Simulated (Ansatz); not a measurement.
Calculated with Ansatz (gas phase, PBE0-D4/def2-TZVP geometries, no zero-point term in ΔE). CCSD(T)/CBS adds triple-zeta CCSD(T) − MP2 to the extrapolated MP2 energy (def2 sets, frozen cores). Functionals use def2-TZVPP. B3LYP here is the variant with VWN-RPA as its local correlation; programs differ in this. HSE06 is defined as in plane-wave codes. Each species was taken in one conformer, which may not be the lowest.

Reaction (redistribution): `N[SiH]1CN1` + `PB1C[SiH2]1` → `P[SiH]1CN1` + `NB1C[SiH2]1`

```
             level  ΔE (kJ/mol)  difference from CCSD(T)/CBS
       LDA (SPW92)        -65.0                        -11.3
            PBE-D4        -65.0                        -11.3
         revPBE-D4        -63.6                         -9.9
           BLYP-D4        -60.2                         -6.5
         r2SCAN-D4        -55.9                         -2.2
            B97M-V        -54.0                         -0.3
           PBE0-D4        -62.4                         -8.7
        r2SCANh-D4        -55.9                         -2.2
        r2SCAN0-D4        -56.0                         -2.3
          BHLYP-D4        -55.1                         -1.4
           ωB97X-V        -58.8                         -5.1
           ωB97M-V        -58.8                         -5.1
          PBE-QIDH        -57.2                         -3.5
               PBE        -65.3                        -11.6
            revPBE        -65.2                        -11.5
              BLYP        -61.1                         -7.4
            r2SCAN        -55.9                         -2.2
              PBE0        -62.6                         -8.9
             B3LYP        -59.1                         -5.4
           r2SCANh        -56.0                         -2.3
           r2SCAN0        -56.1                         -2.4
             HSE06        -62.6                         -8.9
             BHLYP        -55.4                         -1.7
         CAM-B3LYP        -58.1                         -4.4
           LC-ωPBE        -60.8                         -7.1
RPA@PBE/def2-TZVPP        -57.4                         -3.7
       HF/def2-SVP        -69.4                        -15.7
      MP2/def2-SVP        -74.6                        -20.9
     CCSD/def2-SVP        -78.0                        -24.3
  CCSD(T)/def2-SVP        -78.8                        -25.1
     HF/def2-TZVPP        -51.2                          2.5
    MP2/def2-TZVPP        -53.3                          0.4
SCS-MP2/def2-TZVPP        -53.6                          0.1
   CCSD/def2-TZVPP        -56.3                         -2.6
CCSD(T)/def2-TZVPP        -56.9                         -3.2
     HF/def2-QZVPP        -49.7                          4.0
    MP2/def2-QZVPP        -51.0                          2.7
SCS-MP2/def2-QZVPP        -51.4                          2.3
      HF/CBS(def2)        -49.5                          4.2
     MP2/CBS(def2)        -50.2                          3.5
       CCSD(T)/CBS        -53.7                            0
```

Largest T1 diagnostic among the species: 0.017.

Leaving LDA and LC-ωPBE aside and taking each functional with its dispersion term where it has one, the values spread over 10.9 kJ/mol, from PBE-D4 to B97M-V. At CCSD(T), def2-SVP lies −25.0 kJ/mol from the extrapolated value and def2-TZVPP −3.2 kJ/mol. From BLYP to BHLYP (50 % exact exchange), in def2-TZVPP and without D4, ΔE moves by +5.7 kJ/mol.
